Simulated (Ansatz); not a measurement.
BF9Si3 (`F[Si](F)(F)B([Si](F)(F)F)[Si](F)(F)F`), relaxed with RKS PBE-D4/def2-SVP in Ansatz from a rough embedded geometry. The force threshold is 0.03 eV/Å; the program also tests the step.

Total charge 0; spin multiplicity 1.

Start:

```xyz
13

F    -2.045   -2.037    0.537
Si   -1.830   -0.603   -0.290
F    -2.920    0.532    0.311
F    -2.096   -0.801   -1.865
B    -0.024    0.009   -0.003
Si    1.224   -1.084    1.042
F     1.411   -2.584    0.347
F     0.613   -1.273    2.640
F     2.769   -0.317    1.115
Si    0.607    1.683   -0.783
F     1.893    1.394   -1.840
F    -0.662    2.390   -1.619
F     1.060    2.690    0.408
```

| step | energy (eV) | largest force (eV/Å) | largest move (Å) |
| --- | --- | --- | --- |
| 1 | -48711.5154 | 2.481 | 0.000 |
| 2 | -48712.0063 | 1.625 | 0.106 |
| 3 | -48712.2129 | 0.183 | 0.063 |
| 4 | -48712.2177 | 0.051 | 0.026 |
| 5 | -48712.2179 | 0.010 | 0.008 |

End:

```xyz
13

F    -2.205   -2.055    0.464
Si   -1.871   -0.647   -0.260
F    -2.897    0.460    0.328
F    -2.136   -0.840   -1.847
B    -0.005    0.000    0.001
Si    1.286   -1.074    1.074
F     1.447   -2.534    0.392
F     0.703   -1.240    2.576
F     2.764   -0.425    1.193
Si    0.582    1.720   -0.813
F     1.820    1.425   -1.814
F    -0.558    2.493   -1.662
F     1.070    2.715    0.369
```

Run time 7.5 s (4 threads of an AMD EPYC 7R13 on a shared host and a share of an NVIDIA H100 80 GB); peak host memory 0.87 GiB.
